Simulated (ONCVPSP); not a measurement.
**gallium: one change to an ONCV potential, before and after**

* Element: gallium (Ga)
* Generator: ONCVPSP 4.0.1
* Type: optimised norm-conserving Vanderbilt (ONCV)
* Functional: PBE
* Relativity: scalar-relativistic
* Frozen core: [Ar] 3d10
* Valence charge: 3
* Reference configuration: 4s2 4p1
* Partial waves: 4s: rc 1.80 bohr, ncon 4, nbas 7, qcut 4.1 1/bohr, local; 4p: rc 2.05 bohr, ncon 3, nbas 6, qcut 4.6 1/bohr, 1 projector
* Local potential: the s channel
* Core correction: Teter function, fcfact 4, rcfact 1.2

Change: core correction polynomial model core, fcfact 0.4.

Cutoffs: the cutoffs (Ha) at which the residual kinetic energy of the hardest occupied pseudo-wave falls to 1 and 0.1 mHa per electron; they do not see the model core or the augmentation charge, which bear on the density cutoff. Errors are all-electron minus pseudo energies relative to the spin-unpolarised reference configuration.

Task: Predict the effect on cutoff, ghosts and configuration errors.

Result: The potential gets neither clearly harder nor softer (7.5 Ha and 16 Ha → 7.5 Ha and 16 Ha); of the 4 tests that both files solve, the error grows in 2 and shrinks in 0 by more than 15 % and 0.3 meV (median size 6.9 → 13.8 meV); neither file shows a bound ghost. A model core, the more so a compact one, raises the density cutoff, which this test does not measure.

```csv
quantity,base,changed
"cutoff, loose",7.5 Ha,7.5 Ha
"cutoff, tight",16 Ha,16 Ha
bound ghosts,none,none
GHOST(+) flags under 300 eV,none,none
"error for 4s2 4p0, meV [ΔE 5.69 eV]",+9.8,-11
"error for 4s1 4p0, meV [ΔE 26.82 eV]",-17,-166
"error for 4s2 4p0.5, meV [ΔE 2.03 eV]",+2.0,-1.8
"error for 4s1 4p2, meV [ΔE 6.54 eV]",-3.9,-16
s: phases at 1.82 bohr within 0.05 rad from the reference energy up to (Ha; the scan ends near 5),3.0,3.0
p: phases at 2.08 bohr within 0.05 rad from the reference energy up to (Ha; the scan ends near 5),4.0,4.0
"rms error of d²Exc/dni dnj with the model core, mHa",3.16,0.43
```
